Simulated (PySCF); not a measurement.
## Static response to an electric field

Species: CH6Cl2Ge2.
SMILES with atom numbers: `[Cl:1][GeH2:2][CH2:3][GeH2:4][Cl:5]` (hydrogens: H6, H7 on Ge2; H8, H9 on C3; H10, H11 on Ge4)

Structure used (PBE0-D3(BJ)/def2-SVP), in Å, numbered top down from 1:
```xyz
11
CH6Cl2Ge2 angstrom
Cl     1.7678    3.1248   -0.1322
Ge     2.0960    1.2577    0.9266
C      0.6088    0.1091    0.4173
Ge    -1.1511    0.8056    0.8736
Cl    -1.1151    1.2100    3.0088
H      2.1270    1.5814    2.4236
H      3.4397    0.7016    0.4286
H      0.6529   -0.0409   -0.6737
H      0.7336   -0.8744    0.8987
H     -1.4700    2.1288    0.1699
H     -2.2470   -0.2483    0.6461
```

Level: B3LYP/def2-SVPD (PySCF), static field, nuclei fixed, core orbitals frozen in the response. The polarisability tensor in these axes (au):

```
x   107.84   4.17  -4.18
y     4.17  95.24  -2.43
z    -4.18  -2.43  97.62
```

**Question.** Give the principal values, the mean and the anisotropy Δα = √{½[(α1 − α2)² + (α2 − α3)² + (α1 − α3)²]}.

**Answer.** Principal values 93.51, 96.39 and 110.79 au; mean 100.23 au = 14.85 Å³ = 16.53 × 10⁻⁴⁰ C²·m²/J; Δα = 16.04 au (16 % of the mean).

**Question.** What is the dipole moment, and where does it point?

**Answer.** (0.36, -2.66, -1.27) D, 2.96 D in size, pointing from the negative to the positive side. Measured along this direction, the outermost atoms are Cl1 and Cl5 at the negative end and H9 and H8 at the positive end.

**Question.** Rayleigh depolarisation ratio (linearly polarised light, static tensor)?

**Answer.** ρ = 3Δα²/(45ᾱ² + 4Δα²) = 771.4/(452100 + 1028.6) = 0.0017.

**Question.** What would n − 1 = 2πNα be for an ideal gas of these molecules at 500 K and 1 atm, electronic part alone?

**Answer.** N = p/kT = 1.4678 × 10¹⁹ cm⁻³, so n − 1 = 2π × N × 14.85 × 10⁻²⁴ cm³ = 1370 × 10⁻⁶ at long wavelengths.

**Question.** Sum over states: ᾱ = Σ f/ω², ω in Eh. What share falls to these 6 lowest TDDFT singlets (eV, f)? 6.65, 0.0054; 6.66, 0.0037; 6.70, 0.0132; 6.71, 0.0132; 7.09, 0.0239; 7.12, 0.0076.

**Answer.** They add up to 1.05 au, 1.0 % of the 100.23 au; the largest single term is 0.35 au, from the state at 7.09 eV. Terms in order: 0.09, 0.06, 0.22, 0.22, 0.35, 0.11 au. Higher excitations give the rest. The strengths listed sum to 0.067.

**Question.** Traceless (Buckingham) quadrupole moment about the centre of nuclear charge: eigenvalues?

**Answer.** -10.85, 2.93, 7.92 D·Å. The values depend on the origin, since the dipole doesn't vanish. The electronic extent ⟨r²⟩ about the same centre is 1748 bohr², a root-mean-square distance of 2.11 Å for the 110 electrons.

Geometry: PBE0-D3(BJ)/def2-SVP, one conformer, isolated molecule. The calculation is non-relativistic, for germanium too.
